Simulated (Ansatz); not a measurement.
The cluster SbAs₂⁺. The state is a singlet with charge 1. Geometry r2SCAN-D4/def2-TZVP.

```tsv
atom	x (Å)	y (Å)	z (Å)
As1	-0.0713	-0.0308	-0.0333
As2	-1.7184	-1.0403	-0.9854
Sb3	1.7897	1.0710	1.0188
```

In the def2 sets Sb takes a core potential; there is no spin–orbit coupling. HSE06 is defined as in plane-wave codes, on full-range PBE exchange. The restricted singlet is unstable towards broken spin symmetry in Hartree–Fock (as tested in another run); at LDA (SPW92)/def2-TZVP, PBE-D4/def2-TZVP, r2SCAN-D4/def2-TZVP, PBE0-D4/def2-TZVP and others this wasn't settled. At LDA (SPW92)/def2-TZVP, PBE-D4/def2-TZVP, r2SCAN-D4/def2-TZVP an occupied level of the charge 1 singlet lies above an empty one (by up to 0.52 eV), so this SCF solution is probably not the lowest. The geometry of the singlet was relaxed on an unsound state (an occupied level 0.27 eV above an empty one). Another isomer (singlet) lies 2.61 eV lower at PBE0-D4/def2-TZVP; other spin states weren't run for this one.

Task: Estimate the orbital energies around the gap (eV) in Ansatz with LDA (SPW92)/def2-TZVP, PBE-D4/def2-TZVP, r2SCAN-D4/def2-TZVP, PBE0-D4/def2-TZVP, HSE06-D4/def2-TZVP.

Result: 
```json
{"orbital": "HOMO−9", "LDA (SPW92)/def2-TZVP": "-39.17", "PBE-D4/def2-TZVP": "-39.17", "r2SCAN-D4/def2-TZVP": "-40.14", "PBE0-D4/def2-TZVP": "-42.31", "HSE06-D4/def2-TZVP": "-41.90"}
{"orbital": "HOMO−8", "LDA (SPW92)/def2-TZVP": "-39.02", "PBE-D4/def2-TZVP": "-39.01", "r2SCAN-D4/def2-TZVP": "-39.97", "PBE0-D4/def2-TZVP": "-42.13", "HSE06-D4/def2-TZVP": "-41.72"}
{"orbital": "HOMO−7", "LDA (SPW92)/def2-TZVP": "-39.00", "PBE-D4/def2-TZVP": "-38.99", "r2SCAN-D4/def2-TZVP": "-39.95", "PBE0-D4/def2-TZVP": "-42.11", "HSE06-D4/def2-TZVP": "-41.70"}
{"orbital": "HOMO−6", "LDA (SPW92)/def2-TZVP": "-22.51", "PBE-D4/def2-TZVP": "-22.25", "r2SCAN-D4/def2-TZVP": "-22.95", "PBE0-D4/def2-TZVP": "-24.23", "HSE06-D4/def2-TZVP": "-23.80"}
{"orbital": "HOMO−5", "LDA (SPW92)/def2-TZVP": "-20.21", "PBE-D4/def2-TZVP": "-19.93", "r2SCAN-D4/def2-TZVP": "-20.47", "PBE0-D4/def2-TZVP": "-21.57", "HSE06-D4/def2-TZVP": "-21.15"}
{"orbital": "HOMO−4", "LDA (SPW92)/def2-TZVP": "-17.10", "PBE-D4/def2-TZVP": "-16.80", "r2SCAN-D4/def2-TZVP": "-17.16", "PBE0-D4/def2-TZVP": "-18.03", "HSE06-D4/def2-TZVP": "-17.62"}
{"orbital": "HOMO−3", "LDA (SPW92)/def2-TZVP": "-13.32", "PBE-D4/def2-TZVP": "-13.10", "r2SCAN-D4/def2-TZVP": "-13.43", "PBE0-D4/def2-TZVP": "-14.08", "HSE06-D4/def2-TZVP": "-13.71"}
{"orbital": "HOMO−2", "LDA (SPW92)/def2-TZVP": "-12.46", "PBE-D4/def2-TZVP": "-12.24", "r2SCAN-D4/def2-TZVP": "-12.50", "PBE0-D4/def2-TZVP": "-13.01", "HSE06-D4/def2-TZVP": "-12.64"}
{"orbital": "HOMO−1", "LDA (SPW92)/def2-TZVP": "-12.10", "PBE-D4/def2-TZVP": "-11.91", "r2SCAN-D4/def2-TZVP": "-12.24", "PBE0-D4/def2-TZVP": "-13.00", "HSE06-D4/def2-TZVP": "-12.59"}
{"orbital": "HOMO", "LDA (SPW92)/def2-TZVP": "-10.28", "PBE-D4/def2-TZVP": "-10.10", "r2SCAN-D4/def2-TZVP": "-10.33", "PBE0-D4/def2-TZVP": "-10.92", "HSE06-D4/def2-TZVP": "-10.56"}
{"orbital": "LUMO", "LDA (SPW92)/def2-TZVP": "-10.80", "PBE-D4/def2-TZVP": "-10.54", "r2SCAN-D4/def2-TZVP": "-10.60", "PBE0-D4/def2-TZVP": "-9.91", "HSE06-D4/def2-TZVP": "-10.27"}
{"orbital": "LUMO+1", "LDA (SPW92)/def2-TZVP": "-8.61", "PBE-D4/def2-TZVP": "-8.36", "r2SCAN-D4/def2-TZVP": "-8.32", "PBE0-D4/def2-TZVP": "-7.51", "HSE06-D4/def2-TZVP": "-7.90"}
{"orbital": "LUMO+2", "LDA (SPW92)/def2-TZVP": "-8.23", "PBE-D4/def2-TZVP": "-8.01", "r2SCAN-D4/def2-TZVP": "-8.04", "PBE0-D4/def2-TZVP": "-7.47", "HSE06-D4/def2-TZVP": "-7.83"}
{"orbital": "LUMO+3", "LDA (SPW92)/def2-TZVP": "-8.21", "PBE-D4/def2-TZVP": "-7.97", "r2SCAN-D4/def2-TZVP": "-7.84", "PBE0-D4/def2-TZVP": "-7.21", "HSE06-D4/def2-TZVP": "-7.57"}
{"orbital": "LUMO+4", "LDA (SPW92)/def2-TZVP": "-3.64", "PBE-D4/def2-TZVP": "-3.47", "r2SCAN-D4/def2-TZVP": "-2.87", "PBE0-D4/def2-TZVP": "-2.69", "HSE06-D4/def2-TZVP": "-3.05"}
{"orbital": "LUMO+5", "LDA (SPW92)/def2-TZVP": "-2.53", "PBE-D4/def2-TZVP": "-2.26", "r2SCAN-D4/def2-TZVP": "-1.67", "PBE0-D4/def2-TZVP": "-1.41", "HSE06-D4/def2-TZVP": "-1.79"}
```
